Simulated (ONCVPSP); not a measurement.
**rubidium (Rb): ONCV pseudisation with PBEsol, scalar-relativistic reference atom.**

ONCVPSP 4.0.1 was run on this input:

```
# ATOM AND REFERENCE CONFIGURATION
# atsym  z   nc   nv     iexc    psfile
  Rb 37.00    6    3  -116133      upf
#
#   n    l    f
    1    0    2.00
    2    0    2.00
    2    1    6.00
    3    0    2.00
    3    1    6.00
    3    2   10.00
    4    0    2.00
    4    1    6.00
    5    0    1.00
#
# PSEUDOPOTENTIAL AND OPTIMIZATION
# lmax
    2
#
#   l,   rc,      ep,       ncon, nbas, qcut
    0    2.20    0.00    4    8    4.60
    1    2.60    0.00    4    7    5.80
    2    2.25    0.43    4    8    3.70
#
# LOCAL POTENTIAL
# lloc, lpopt,  rc(5),   dvloc0
    4    3    1.85    0.00
#
# VANDERBILT-KLEINMAN-BYLANDER PROJECTORs
# l, nproj, debl
    0    2    3.00
    1    2    0.80
    2    3    2.00
#
# MODEL CORE CHARGE
# icmod, fcfact, rcfact
    1    0.70    0.00
#
# LOG DERIVATIVE ANALYSIS
# epsh1, epsh2, depsh
   -3.00    5.00    0.02
#
# OUTPUT GRID
# rlmax, drl
    6.00    0.01
#
# TEST CONFIGURATIONS
# ncnf
    4
# nvcnf
#   n    l    f
    3
    4    0    2.00
    4    1    6.00
    5    0    0.00
#
    3
    4    0    2.00
    4    1    6.00
    5    0    0.50
#
    4
    4    0    2.00
    4    1    6.00
    5    0    0.00
    5    1    1.00
#
    3
    4    0    2.00
    4    1    5.00
    5    0    1.00
#
```

Command:

```bash
oncvpsp.x < Rb.dat > Rb.out
```

The program printed (shortened: citation, most of the input echo, consistency checks and plot data are left out):

```
ONCVPSP  (Optimized Norm-Conservinng Vanderbilt PSeudopotential)
scalar-relativistic version 4.0.1

#   n    l    f        energy (Ha)
    1    0    2.00    -5.5208805E+02
    2    0    2.00    -7.3752615E+01
    2    1    6.00    -6.5396625E+01
    3    0    2.00    -1.0934922E+01
    3    1    6.00    -8.2558557E+00
    3    2   10.00    -3.8215553E+00
    4    0    2.00    -1.1725169E+00
    4    1    6.00    -5.8719737E-01
    5    0    1.00    -8.1674736E-02

Reference configufation results
  iterations    25
  all-electron total energy (Ha)   -2.97934329D+03

Begin loop to  construct optimized pseudo wave functions
and semi-local pseudopoentials for all angular momenta

Calculating optimized projector #   1

 for l=   0

    Fraction of norm inside rc  0.914493
    Optimizing pswf for qcut=   4.60 a_B^-1,  ecut=  10.58 Ha
    Residual kinetic energy error=  5.05D-05 Ha

    Energy error per electron        Cutoff
         Ha          eV             Ha
         0.01000     0.27211        4.62
         0.00100     0.02721        7.89
         0.00010     0.00272        9.88
         0.00001     0.00027       31.23

Calculating optimized projector #   2

 for l=   0

    Fraction of norm inside rc  0.030723
    Optimizing pswf for qcut=   4.60 a_B^-1,  ecut=  10.58 Ha
    Residual kinetic energy error=  1.83D-05 Ha

    Energy error per electron        Cutoff
         Ha          eV             Ha
         0.01000     0.27211        1.65
         0.00100     0.02721        5.99
         0.00010     0.00272        8.90
         0.00001     0.00027       12.13

   Wellstate for l =  1  n =  5
     eigenvalue =   0.2128
     asymptotic potential =   0.7128
     half-point radius =  5.2250

Calculating optimized projector #   1

 for l=   1

    Fraction of norm inside rc  0.896797
    Optimizing pswf for qcut=   5.80 a_B^-1,  ecut=  16.81 Ha
    Residual kinetic energy error=  1.16D-08 Ha

    Energy error per electron        Cutoff
         Ha          eV             Ha
         0.01000     0.27211        5.16
         0.00100     0.02721        7.17
         0.00010     0.00272        9.02
         0.00001     0.00027       10.75

Calculating optimized projector #   2

 for l=   1

    Fraction of norm inside rc  0.124901
    Optimizing pswf for qcut=   5.80 a_B^-1,  ecut=  16.81 Ha
    Residual kinetic energy error=  1.84D-08 Ha

    Energy error per electron        Cutoff
         Ha          eV             Ha
         0.01000     0.27211        4.40
         0.00100     0.02721        6.24
         0.00010     0.00272        7.79
         0.00001     0.00027        9.23

   Wellstate for l =  2  n =  5
     eigenvalue =   0.4300
     asymptotic potential =   0.9300
     half-point radius =  6.5884

   Wellstate for l =  2  n =  6
     eigenvalue =   2.4300
     asymptotic potential =   2.9300
     half-point radius =  3.9401

   Wellstate for l =  2  n =  7
     eigenvalue =   4.4300
     asymptotic potential =   4.9300
     half-point radius =  3.8278

Calculating optimized projector #   1

 for l=   2

    Fraction of norm inside rc  0.222395
    Optimizing pswf for qcut=   3.70 a_B^-1,  ecut=   6.85 Ha
    Residual kinetic energy error=  2.84D-03 Ha

    Energy error per electron        Cutoff
         Ha          eV             Ha
         0.01000     0.27211        5.44
         0.00100     0.02721        9.29
         0.00010     0.00272       40.57
         0.00001     0.00027       47.88

Calculating optimized projector #   2

 for l=   2

    Fraction of norm inside rc  0.173956
    Optimizing pswf for qcut=   3.70 a_B^-1,  ecut=   6.85 Ha
    Residual kinetic energy error=  3.98D-02 Ha

    Energy error per electron        Cutoff
         Ha          eV             Ha
         0.01000     0.27211        8.48
         0.00100     0.02721       16.76
         0.00010     0.00272       35.67
         0.00001     0.00027       54.87

Calculating optimized projector #   3

 for l=   2

    Fraction of norm inside rc  0.176531
    Optimizing pswf for qcut=   3.70 a_B^-1,  ecut=   6.85 Ha
    Residual kinetic energy error=  4.09D-01 Ha

    Energy error per electron        Cutoff
         Ha          eV             Ha
         0.01000     0.27211       10.35
         0.00100     0.02721       18.73
         0.00010     0.00272       53.00
         0.00001     0.00027       75.88

Construct Vanderbilt / Kleinmman-Bylander projectors

B matrix Hermiticity error, ll=   0
   1   2    4.3407E-05

  Orthonormal projector coefficients  3.3783E+00  6.4168E-01

B matrix Hermiticity error, ll=   1
   1   2    4.7011E-05

  Orthonormal projector coefficients  1.3361E+00  2.5693E-01

B matrix Hermiticity error, ll=   2
   1   2    8.0170E-05
   1   3   -9.0348E-05
   2   3    1.3778E-04

  Orthonormal projector coefficients  1.6104E+00 -1.5588E+00 -7.9236E-01

Model core correction analysis
  based on d2Exc/dn_idn_j

d2excae - all-electron derivatives

   -3.051933D-02   -2.563868D-02   -9.559982D-04
   -2.573198D-02   -2.402398D-02   -7.579008D-04
   -1.162471D-03   -1.134242D-03   -1.157407D-04

d2excps - pseudofunction derivatives with no core correction

   -3.797480D-02   -2.898930D-02   -1.438358D-03
   -2.908319D-02   -2.633217D-02   -9.684110D-04
   -1.645569D-03   -1.345527D-03   -1.445478D-04

rms 2nd derivative error    3.053684E-03

Polynomial model core charge

d2excps - pseudofunction derivatives with core correction

   -2.679480D-02   -2.404285D-02   -7.799461D-04
   -2.413584D-02   -2.376703D-02   -6.793223D-04
   -9.863677D-04   -1.055639D-03   -1.062471D-04

rms 2nd derivative error    1.457048E-03

Pseudoatom total energy  -24.558064

Diagnostic tests using Vanderbilt-Kleinman-Bylander pseudopotentials
  1 or more projectors used as specified by nproj input data

   l    rcore       rmatch      e in        delta e   norm test  slope test

   0   2.2126646   2.2798459  -1.1725169   0.0000003   1.0000742   1.0000730
   0   2.2126646   2.2798459  -0.0816747   0.0000006   1.0000198   1.0000167

   1   2.6005252   2.6794828  -0.5871974  -0.0000001   1.0000522   1.0000548
   1   2.6005252   2.6794828   0.2128026   0.0000031   1.0001202   1.0001202

   2   2.2527320   2.3211298   0.4300000   0.0000013   1.0000799   1.0000799
   2   2.2527320   2.3211298   2.4300000   0.0000296   1.0001810   1.0001810
   2   2.2527320   2.3211298   4.4300000   0.0000409   1.0002710   1.0002710

 Testing for bound ghosts
   n   l    E NL Schr. Eq   E Basis Diag.   E Cutoff

   1   0       -1.172517       -1.172515     53.87
   2   0       -0.081674       -0.015864     53.87

   2   1       -0.587197       -0.587191     33.06

 Testing for highly-localized positive-energy ghosts
       l    <radius>/rc     E Basis Diag.   E Cutoff

Test configuration 0

   n   l     f        eae           eps        diff
   1   0  2.0000 -552.08805254
   2   0  2.0000  -73.75261490
   2   1  6.0000  -65.39662493
   3   0  2.0000  -10.93492197
   3   1  6.0000   -8.25585572
   3   2 10.0000   -3.82155528
   4   0  2.0000   -1.17251691   -1.17251666    2.55D-07
   4   1  6.0000   -0.58719737   -0.58719746   -9.73D-08
   5   0  1.0000   -0.08167474   -0.08167411    6.28D-07

    Total energies and differences
      AE_ref= -2.97934329D+03  AE_tst= -2.97934329D+03  dif=  0.00D+00
      PS_ref= -2.45580640D+01  PS_tst= -2.45580640D+01  dif=  3.20D-14
      PSP excitation error= -3.20D-14

Test configuration 1

   n   l     f        eae           eps        diff
   1   0  2.0000 -552.29965321
   2   0  2.0000  -73.96407482
   2   1  6.0000  -65.60806993
   3   0  2.0000  -11.14625250
   3   1  6.0000   -8.46716425
   3   2 10.0000   -4.03282975
   4   0  2.0000   -1.38250950   -1.38275738   -2.48D-04
   4   1  6.0000   -0.79531592   -0.79533981   -2.39D-05

    Total energies and differences
      AE_ref= -2.97934329D+03  AE_tst= -2.97919375D+03  dif=  1.50D-01
      PS_ref= -2.45580640D+01  PS_tst= -2.44085204D+01  dif=  1.50D-01
      PSP excitation error= -1.11D-05

Test configuration 2

   n   l     f        eae           eps        diff
   1   0  2.0000 -552.18627881
   2   0  2.0000  -73.85077921
   2   1  6.0000  -65.49478567
   3   0  2.0000  -11.03303023
   3   1  6.0000   -8.35395586
   3   2 10.0000   -3.91964191
   4   0  2.0000   -1.27012451   -1.27021322   -8.87D-05
   4   1  6.0000   -0.68419731   -0.68420402   -6.71D-06
   5   0  0.5000   -0.14857125   -0.14857500   -3.75D-06

    Total energies and differences
      AE_ref= -2.97934329D+03  AE_tst= -2.97928591D+03  dif=  5.74D-02
      PS_ref= -2.45580640D+01  PS_tst= -2.45006815D+01  dif=  5.74D-02
      PSP excitation error= -2.69D-06

Test configuration 3

   n   l     f        eae           eps        diff
   1   0  2.0000 -552.14218654
   2   0  2.0000  -73.80680889
   2   1  6.0000  -65.45077762
   3   0  2.0000  -10.98916874
   3   1  6.0000   -8.31008657
   3   2 10.0000   -3.87577037
   4   0  2.0000   -1.22643644   -1.22662965   -1.93D-04
   4   1  6.0000   -0.63995416   -0.63996558   -1.14D-05
   5   1  1.0000   -0.04873937   -0.04873950   -1.23D-07

    Total energies and differences
      AE_ref= -2.97934329D+03  AE_tst= -2.97928844D+03  dif=  5.48D-02
      PS_ref= -2.45580640D+01  PS_tst= -2.45032106D+01  dif=  5.49D-02
      PSP excitation error= -4.54D-06

Test configuration 4

   n   l     f        eae           eps        diff
   1   0  2.0000 -552.56213905
   2   0  2.0000  -74.22042708
   2   1  6.0000  -65.86530942
   3   0  2.0000  -11.39722558
   3   1  6.0000   -8.71800456
   3   2 10.0000   -4.28305808
   4   0  2.0000   -1.58563712   -1.58779901   -2.16D-03
   4   1  5.0000   -0.97830125   -0.97927002   -9.69D-04
   5   0  1.0000   -0.29664164   -0.29670278   -6.11D-05

    Total energies and differences
      AE_ref= -2.97934329D+03  AE_tst= -2.97856606D+03  dif=  7.77D-01
      PS_ref= -2.45580640D+01  PS_tst= -2.37802355D+01  dif=  7.78D-01
      PSP excitation error= -6.04D-04
```

The run took about 3.6 s on one core of a shared server CPU.
